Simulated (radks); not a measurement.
Results of a calculation; reference values are marked as such.
Task: Ir XLVIII, configuration [Ar] 3d10 4s2. Code: a radial shooting solver on a logarithmic mesh with Libxc functionals. Model: scalar-relativistic Kohn-Sham, PBE, spin-polarised, spherical densities, finite nucleus; Fermi nuclear charge, rms radius 5.4032 fm. Some entries of the table are withheld. Estimate them.

orbital  occ.  eigenvalue (eV)  <1/r> (bohr^-1)  r(max) (bohr)
1s          2        -78551.56            92.16        0.01082
2s          2        -15722.09            21.63        0.06224
2p          6        -13984.22            19.40            (1)
3s          2              (2)            8.168         0.1740
3p          6        -4892.789            7.512         0.1724
3d         10        -4350.577              (3)         0.1397
4s          2        -2641.923            4.028            (4)
4p          0              (5)            3.767         0.3768
5s          0              (6)            2.409         0.6419

Result: 
(1) 2p r(max) (bohr): 0.05131
(2) 3s eigenvalue (eV): -5404.432
(3) 3d <1/r> (bohr^-1): 7.083
(4) 4s r(max) (bohr): 0.3669
(5) 4p eigenvalue (eV): -2447.033
(6) 5s eigenvalue (eV): -1568.717
